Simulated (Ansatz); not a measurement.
H₄AsSi, doublet, geometry from GFN2-xTB; BLYP/6-31G* (Ansatz, a program for electronic structure).

Here is a job for Ansatz.
Ansatz 0.2 input:
```yaml
crystal:
  periodic: [false, false, false]
  atoms:
    - {symbol: Si, position_ang: [-1.40329534, -0.53462063, 0.03897477]}
    - {symbol: As, position_ang: [0.72861432, 0.32423351, -0.02335434]}
    - {symbol: H, position_ang: [-1.67313328, -1.31833068, 1.25215617]}
    - {symbol: H, position_ang: [-2.36838393, 0.56910308, 0.00592110]}
    - {symbol: H, position_ang: [-1.70511391, -1.41474898, -1.09857261]}
    - {symbol: H, position_ang: [1.34849332, -1.05104054, 0.06554169]}
basis:
  gaussian:
    orbitals: 6-31G*
hamiltonian:
  xc: blyp
magnetization: {spin_polarized: true, initial_magnetization: 1}
accuracy: high
```

What the program printed (banner, timings and long lists left out):

```
Functional definition: BLYP
1189 factors; integrals over basis functions are off by at most 4.8e-9 eV
mean field evaluation 1: about -68775.0275 eV, gradient 1.2e1 eV
mean field evaluation 2: about -68775.4076 eV, gradient 9.8e0 eV
mean field evaluation 4: about -68775.9500 eV, gradient 3.6e-1 eV
mean field evaluation 8: about -68775.9440 eV, gradient 1.1e-2 eV
mean field evaluation 16: about -68775.9440 eV, gradient 3.6e-6 eV
mean field -68775.94397924 eV, -2527.4693232279 hartree, gradient 1.8e-8 eV, S^2 0.751855; 0 other end points of the search recorded, 0 dependent functions left out
reference -68775.94402894 eV, -2527.4693250545 hartree; 26, 25 occupied and 36, 37 virtual orbitals, 1189 factors
Total energy: -68775.94402894 eV, -2527.4693250545 hartree
```
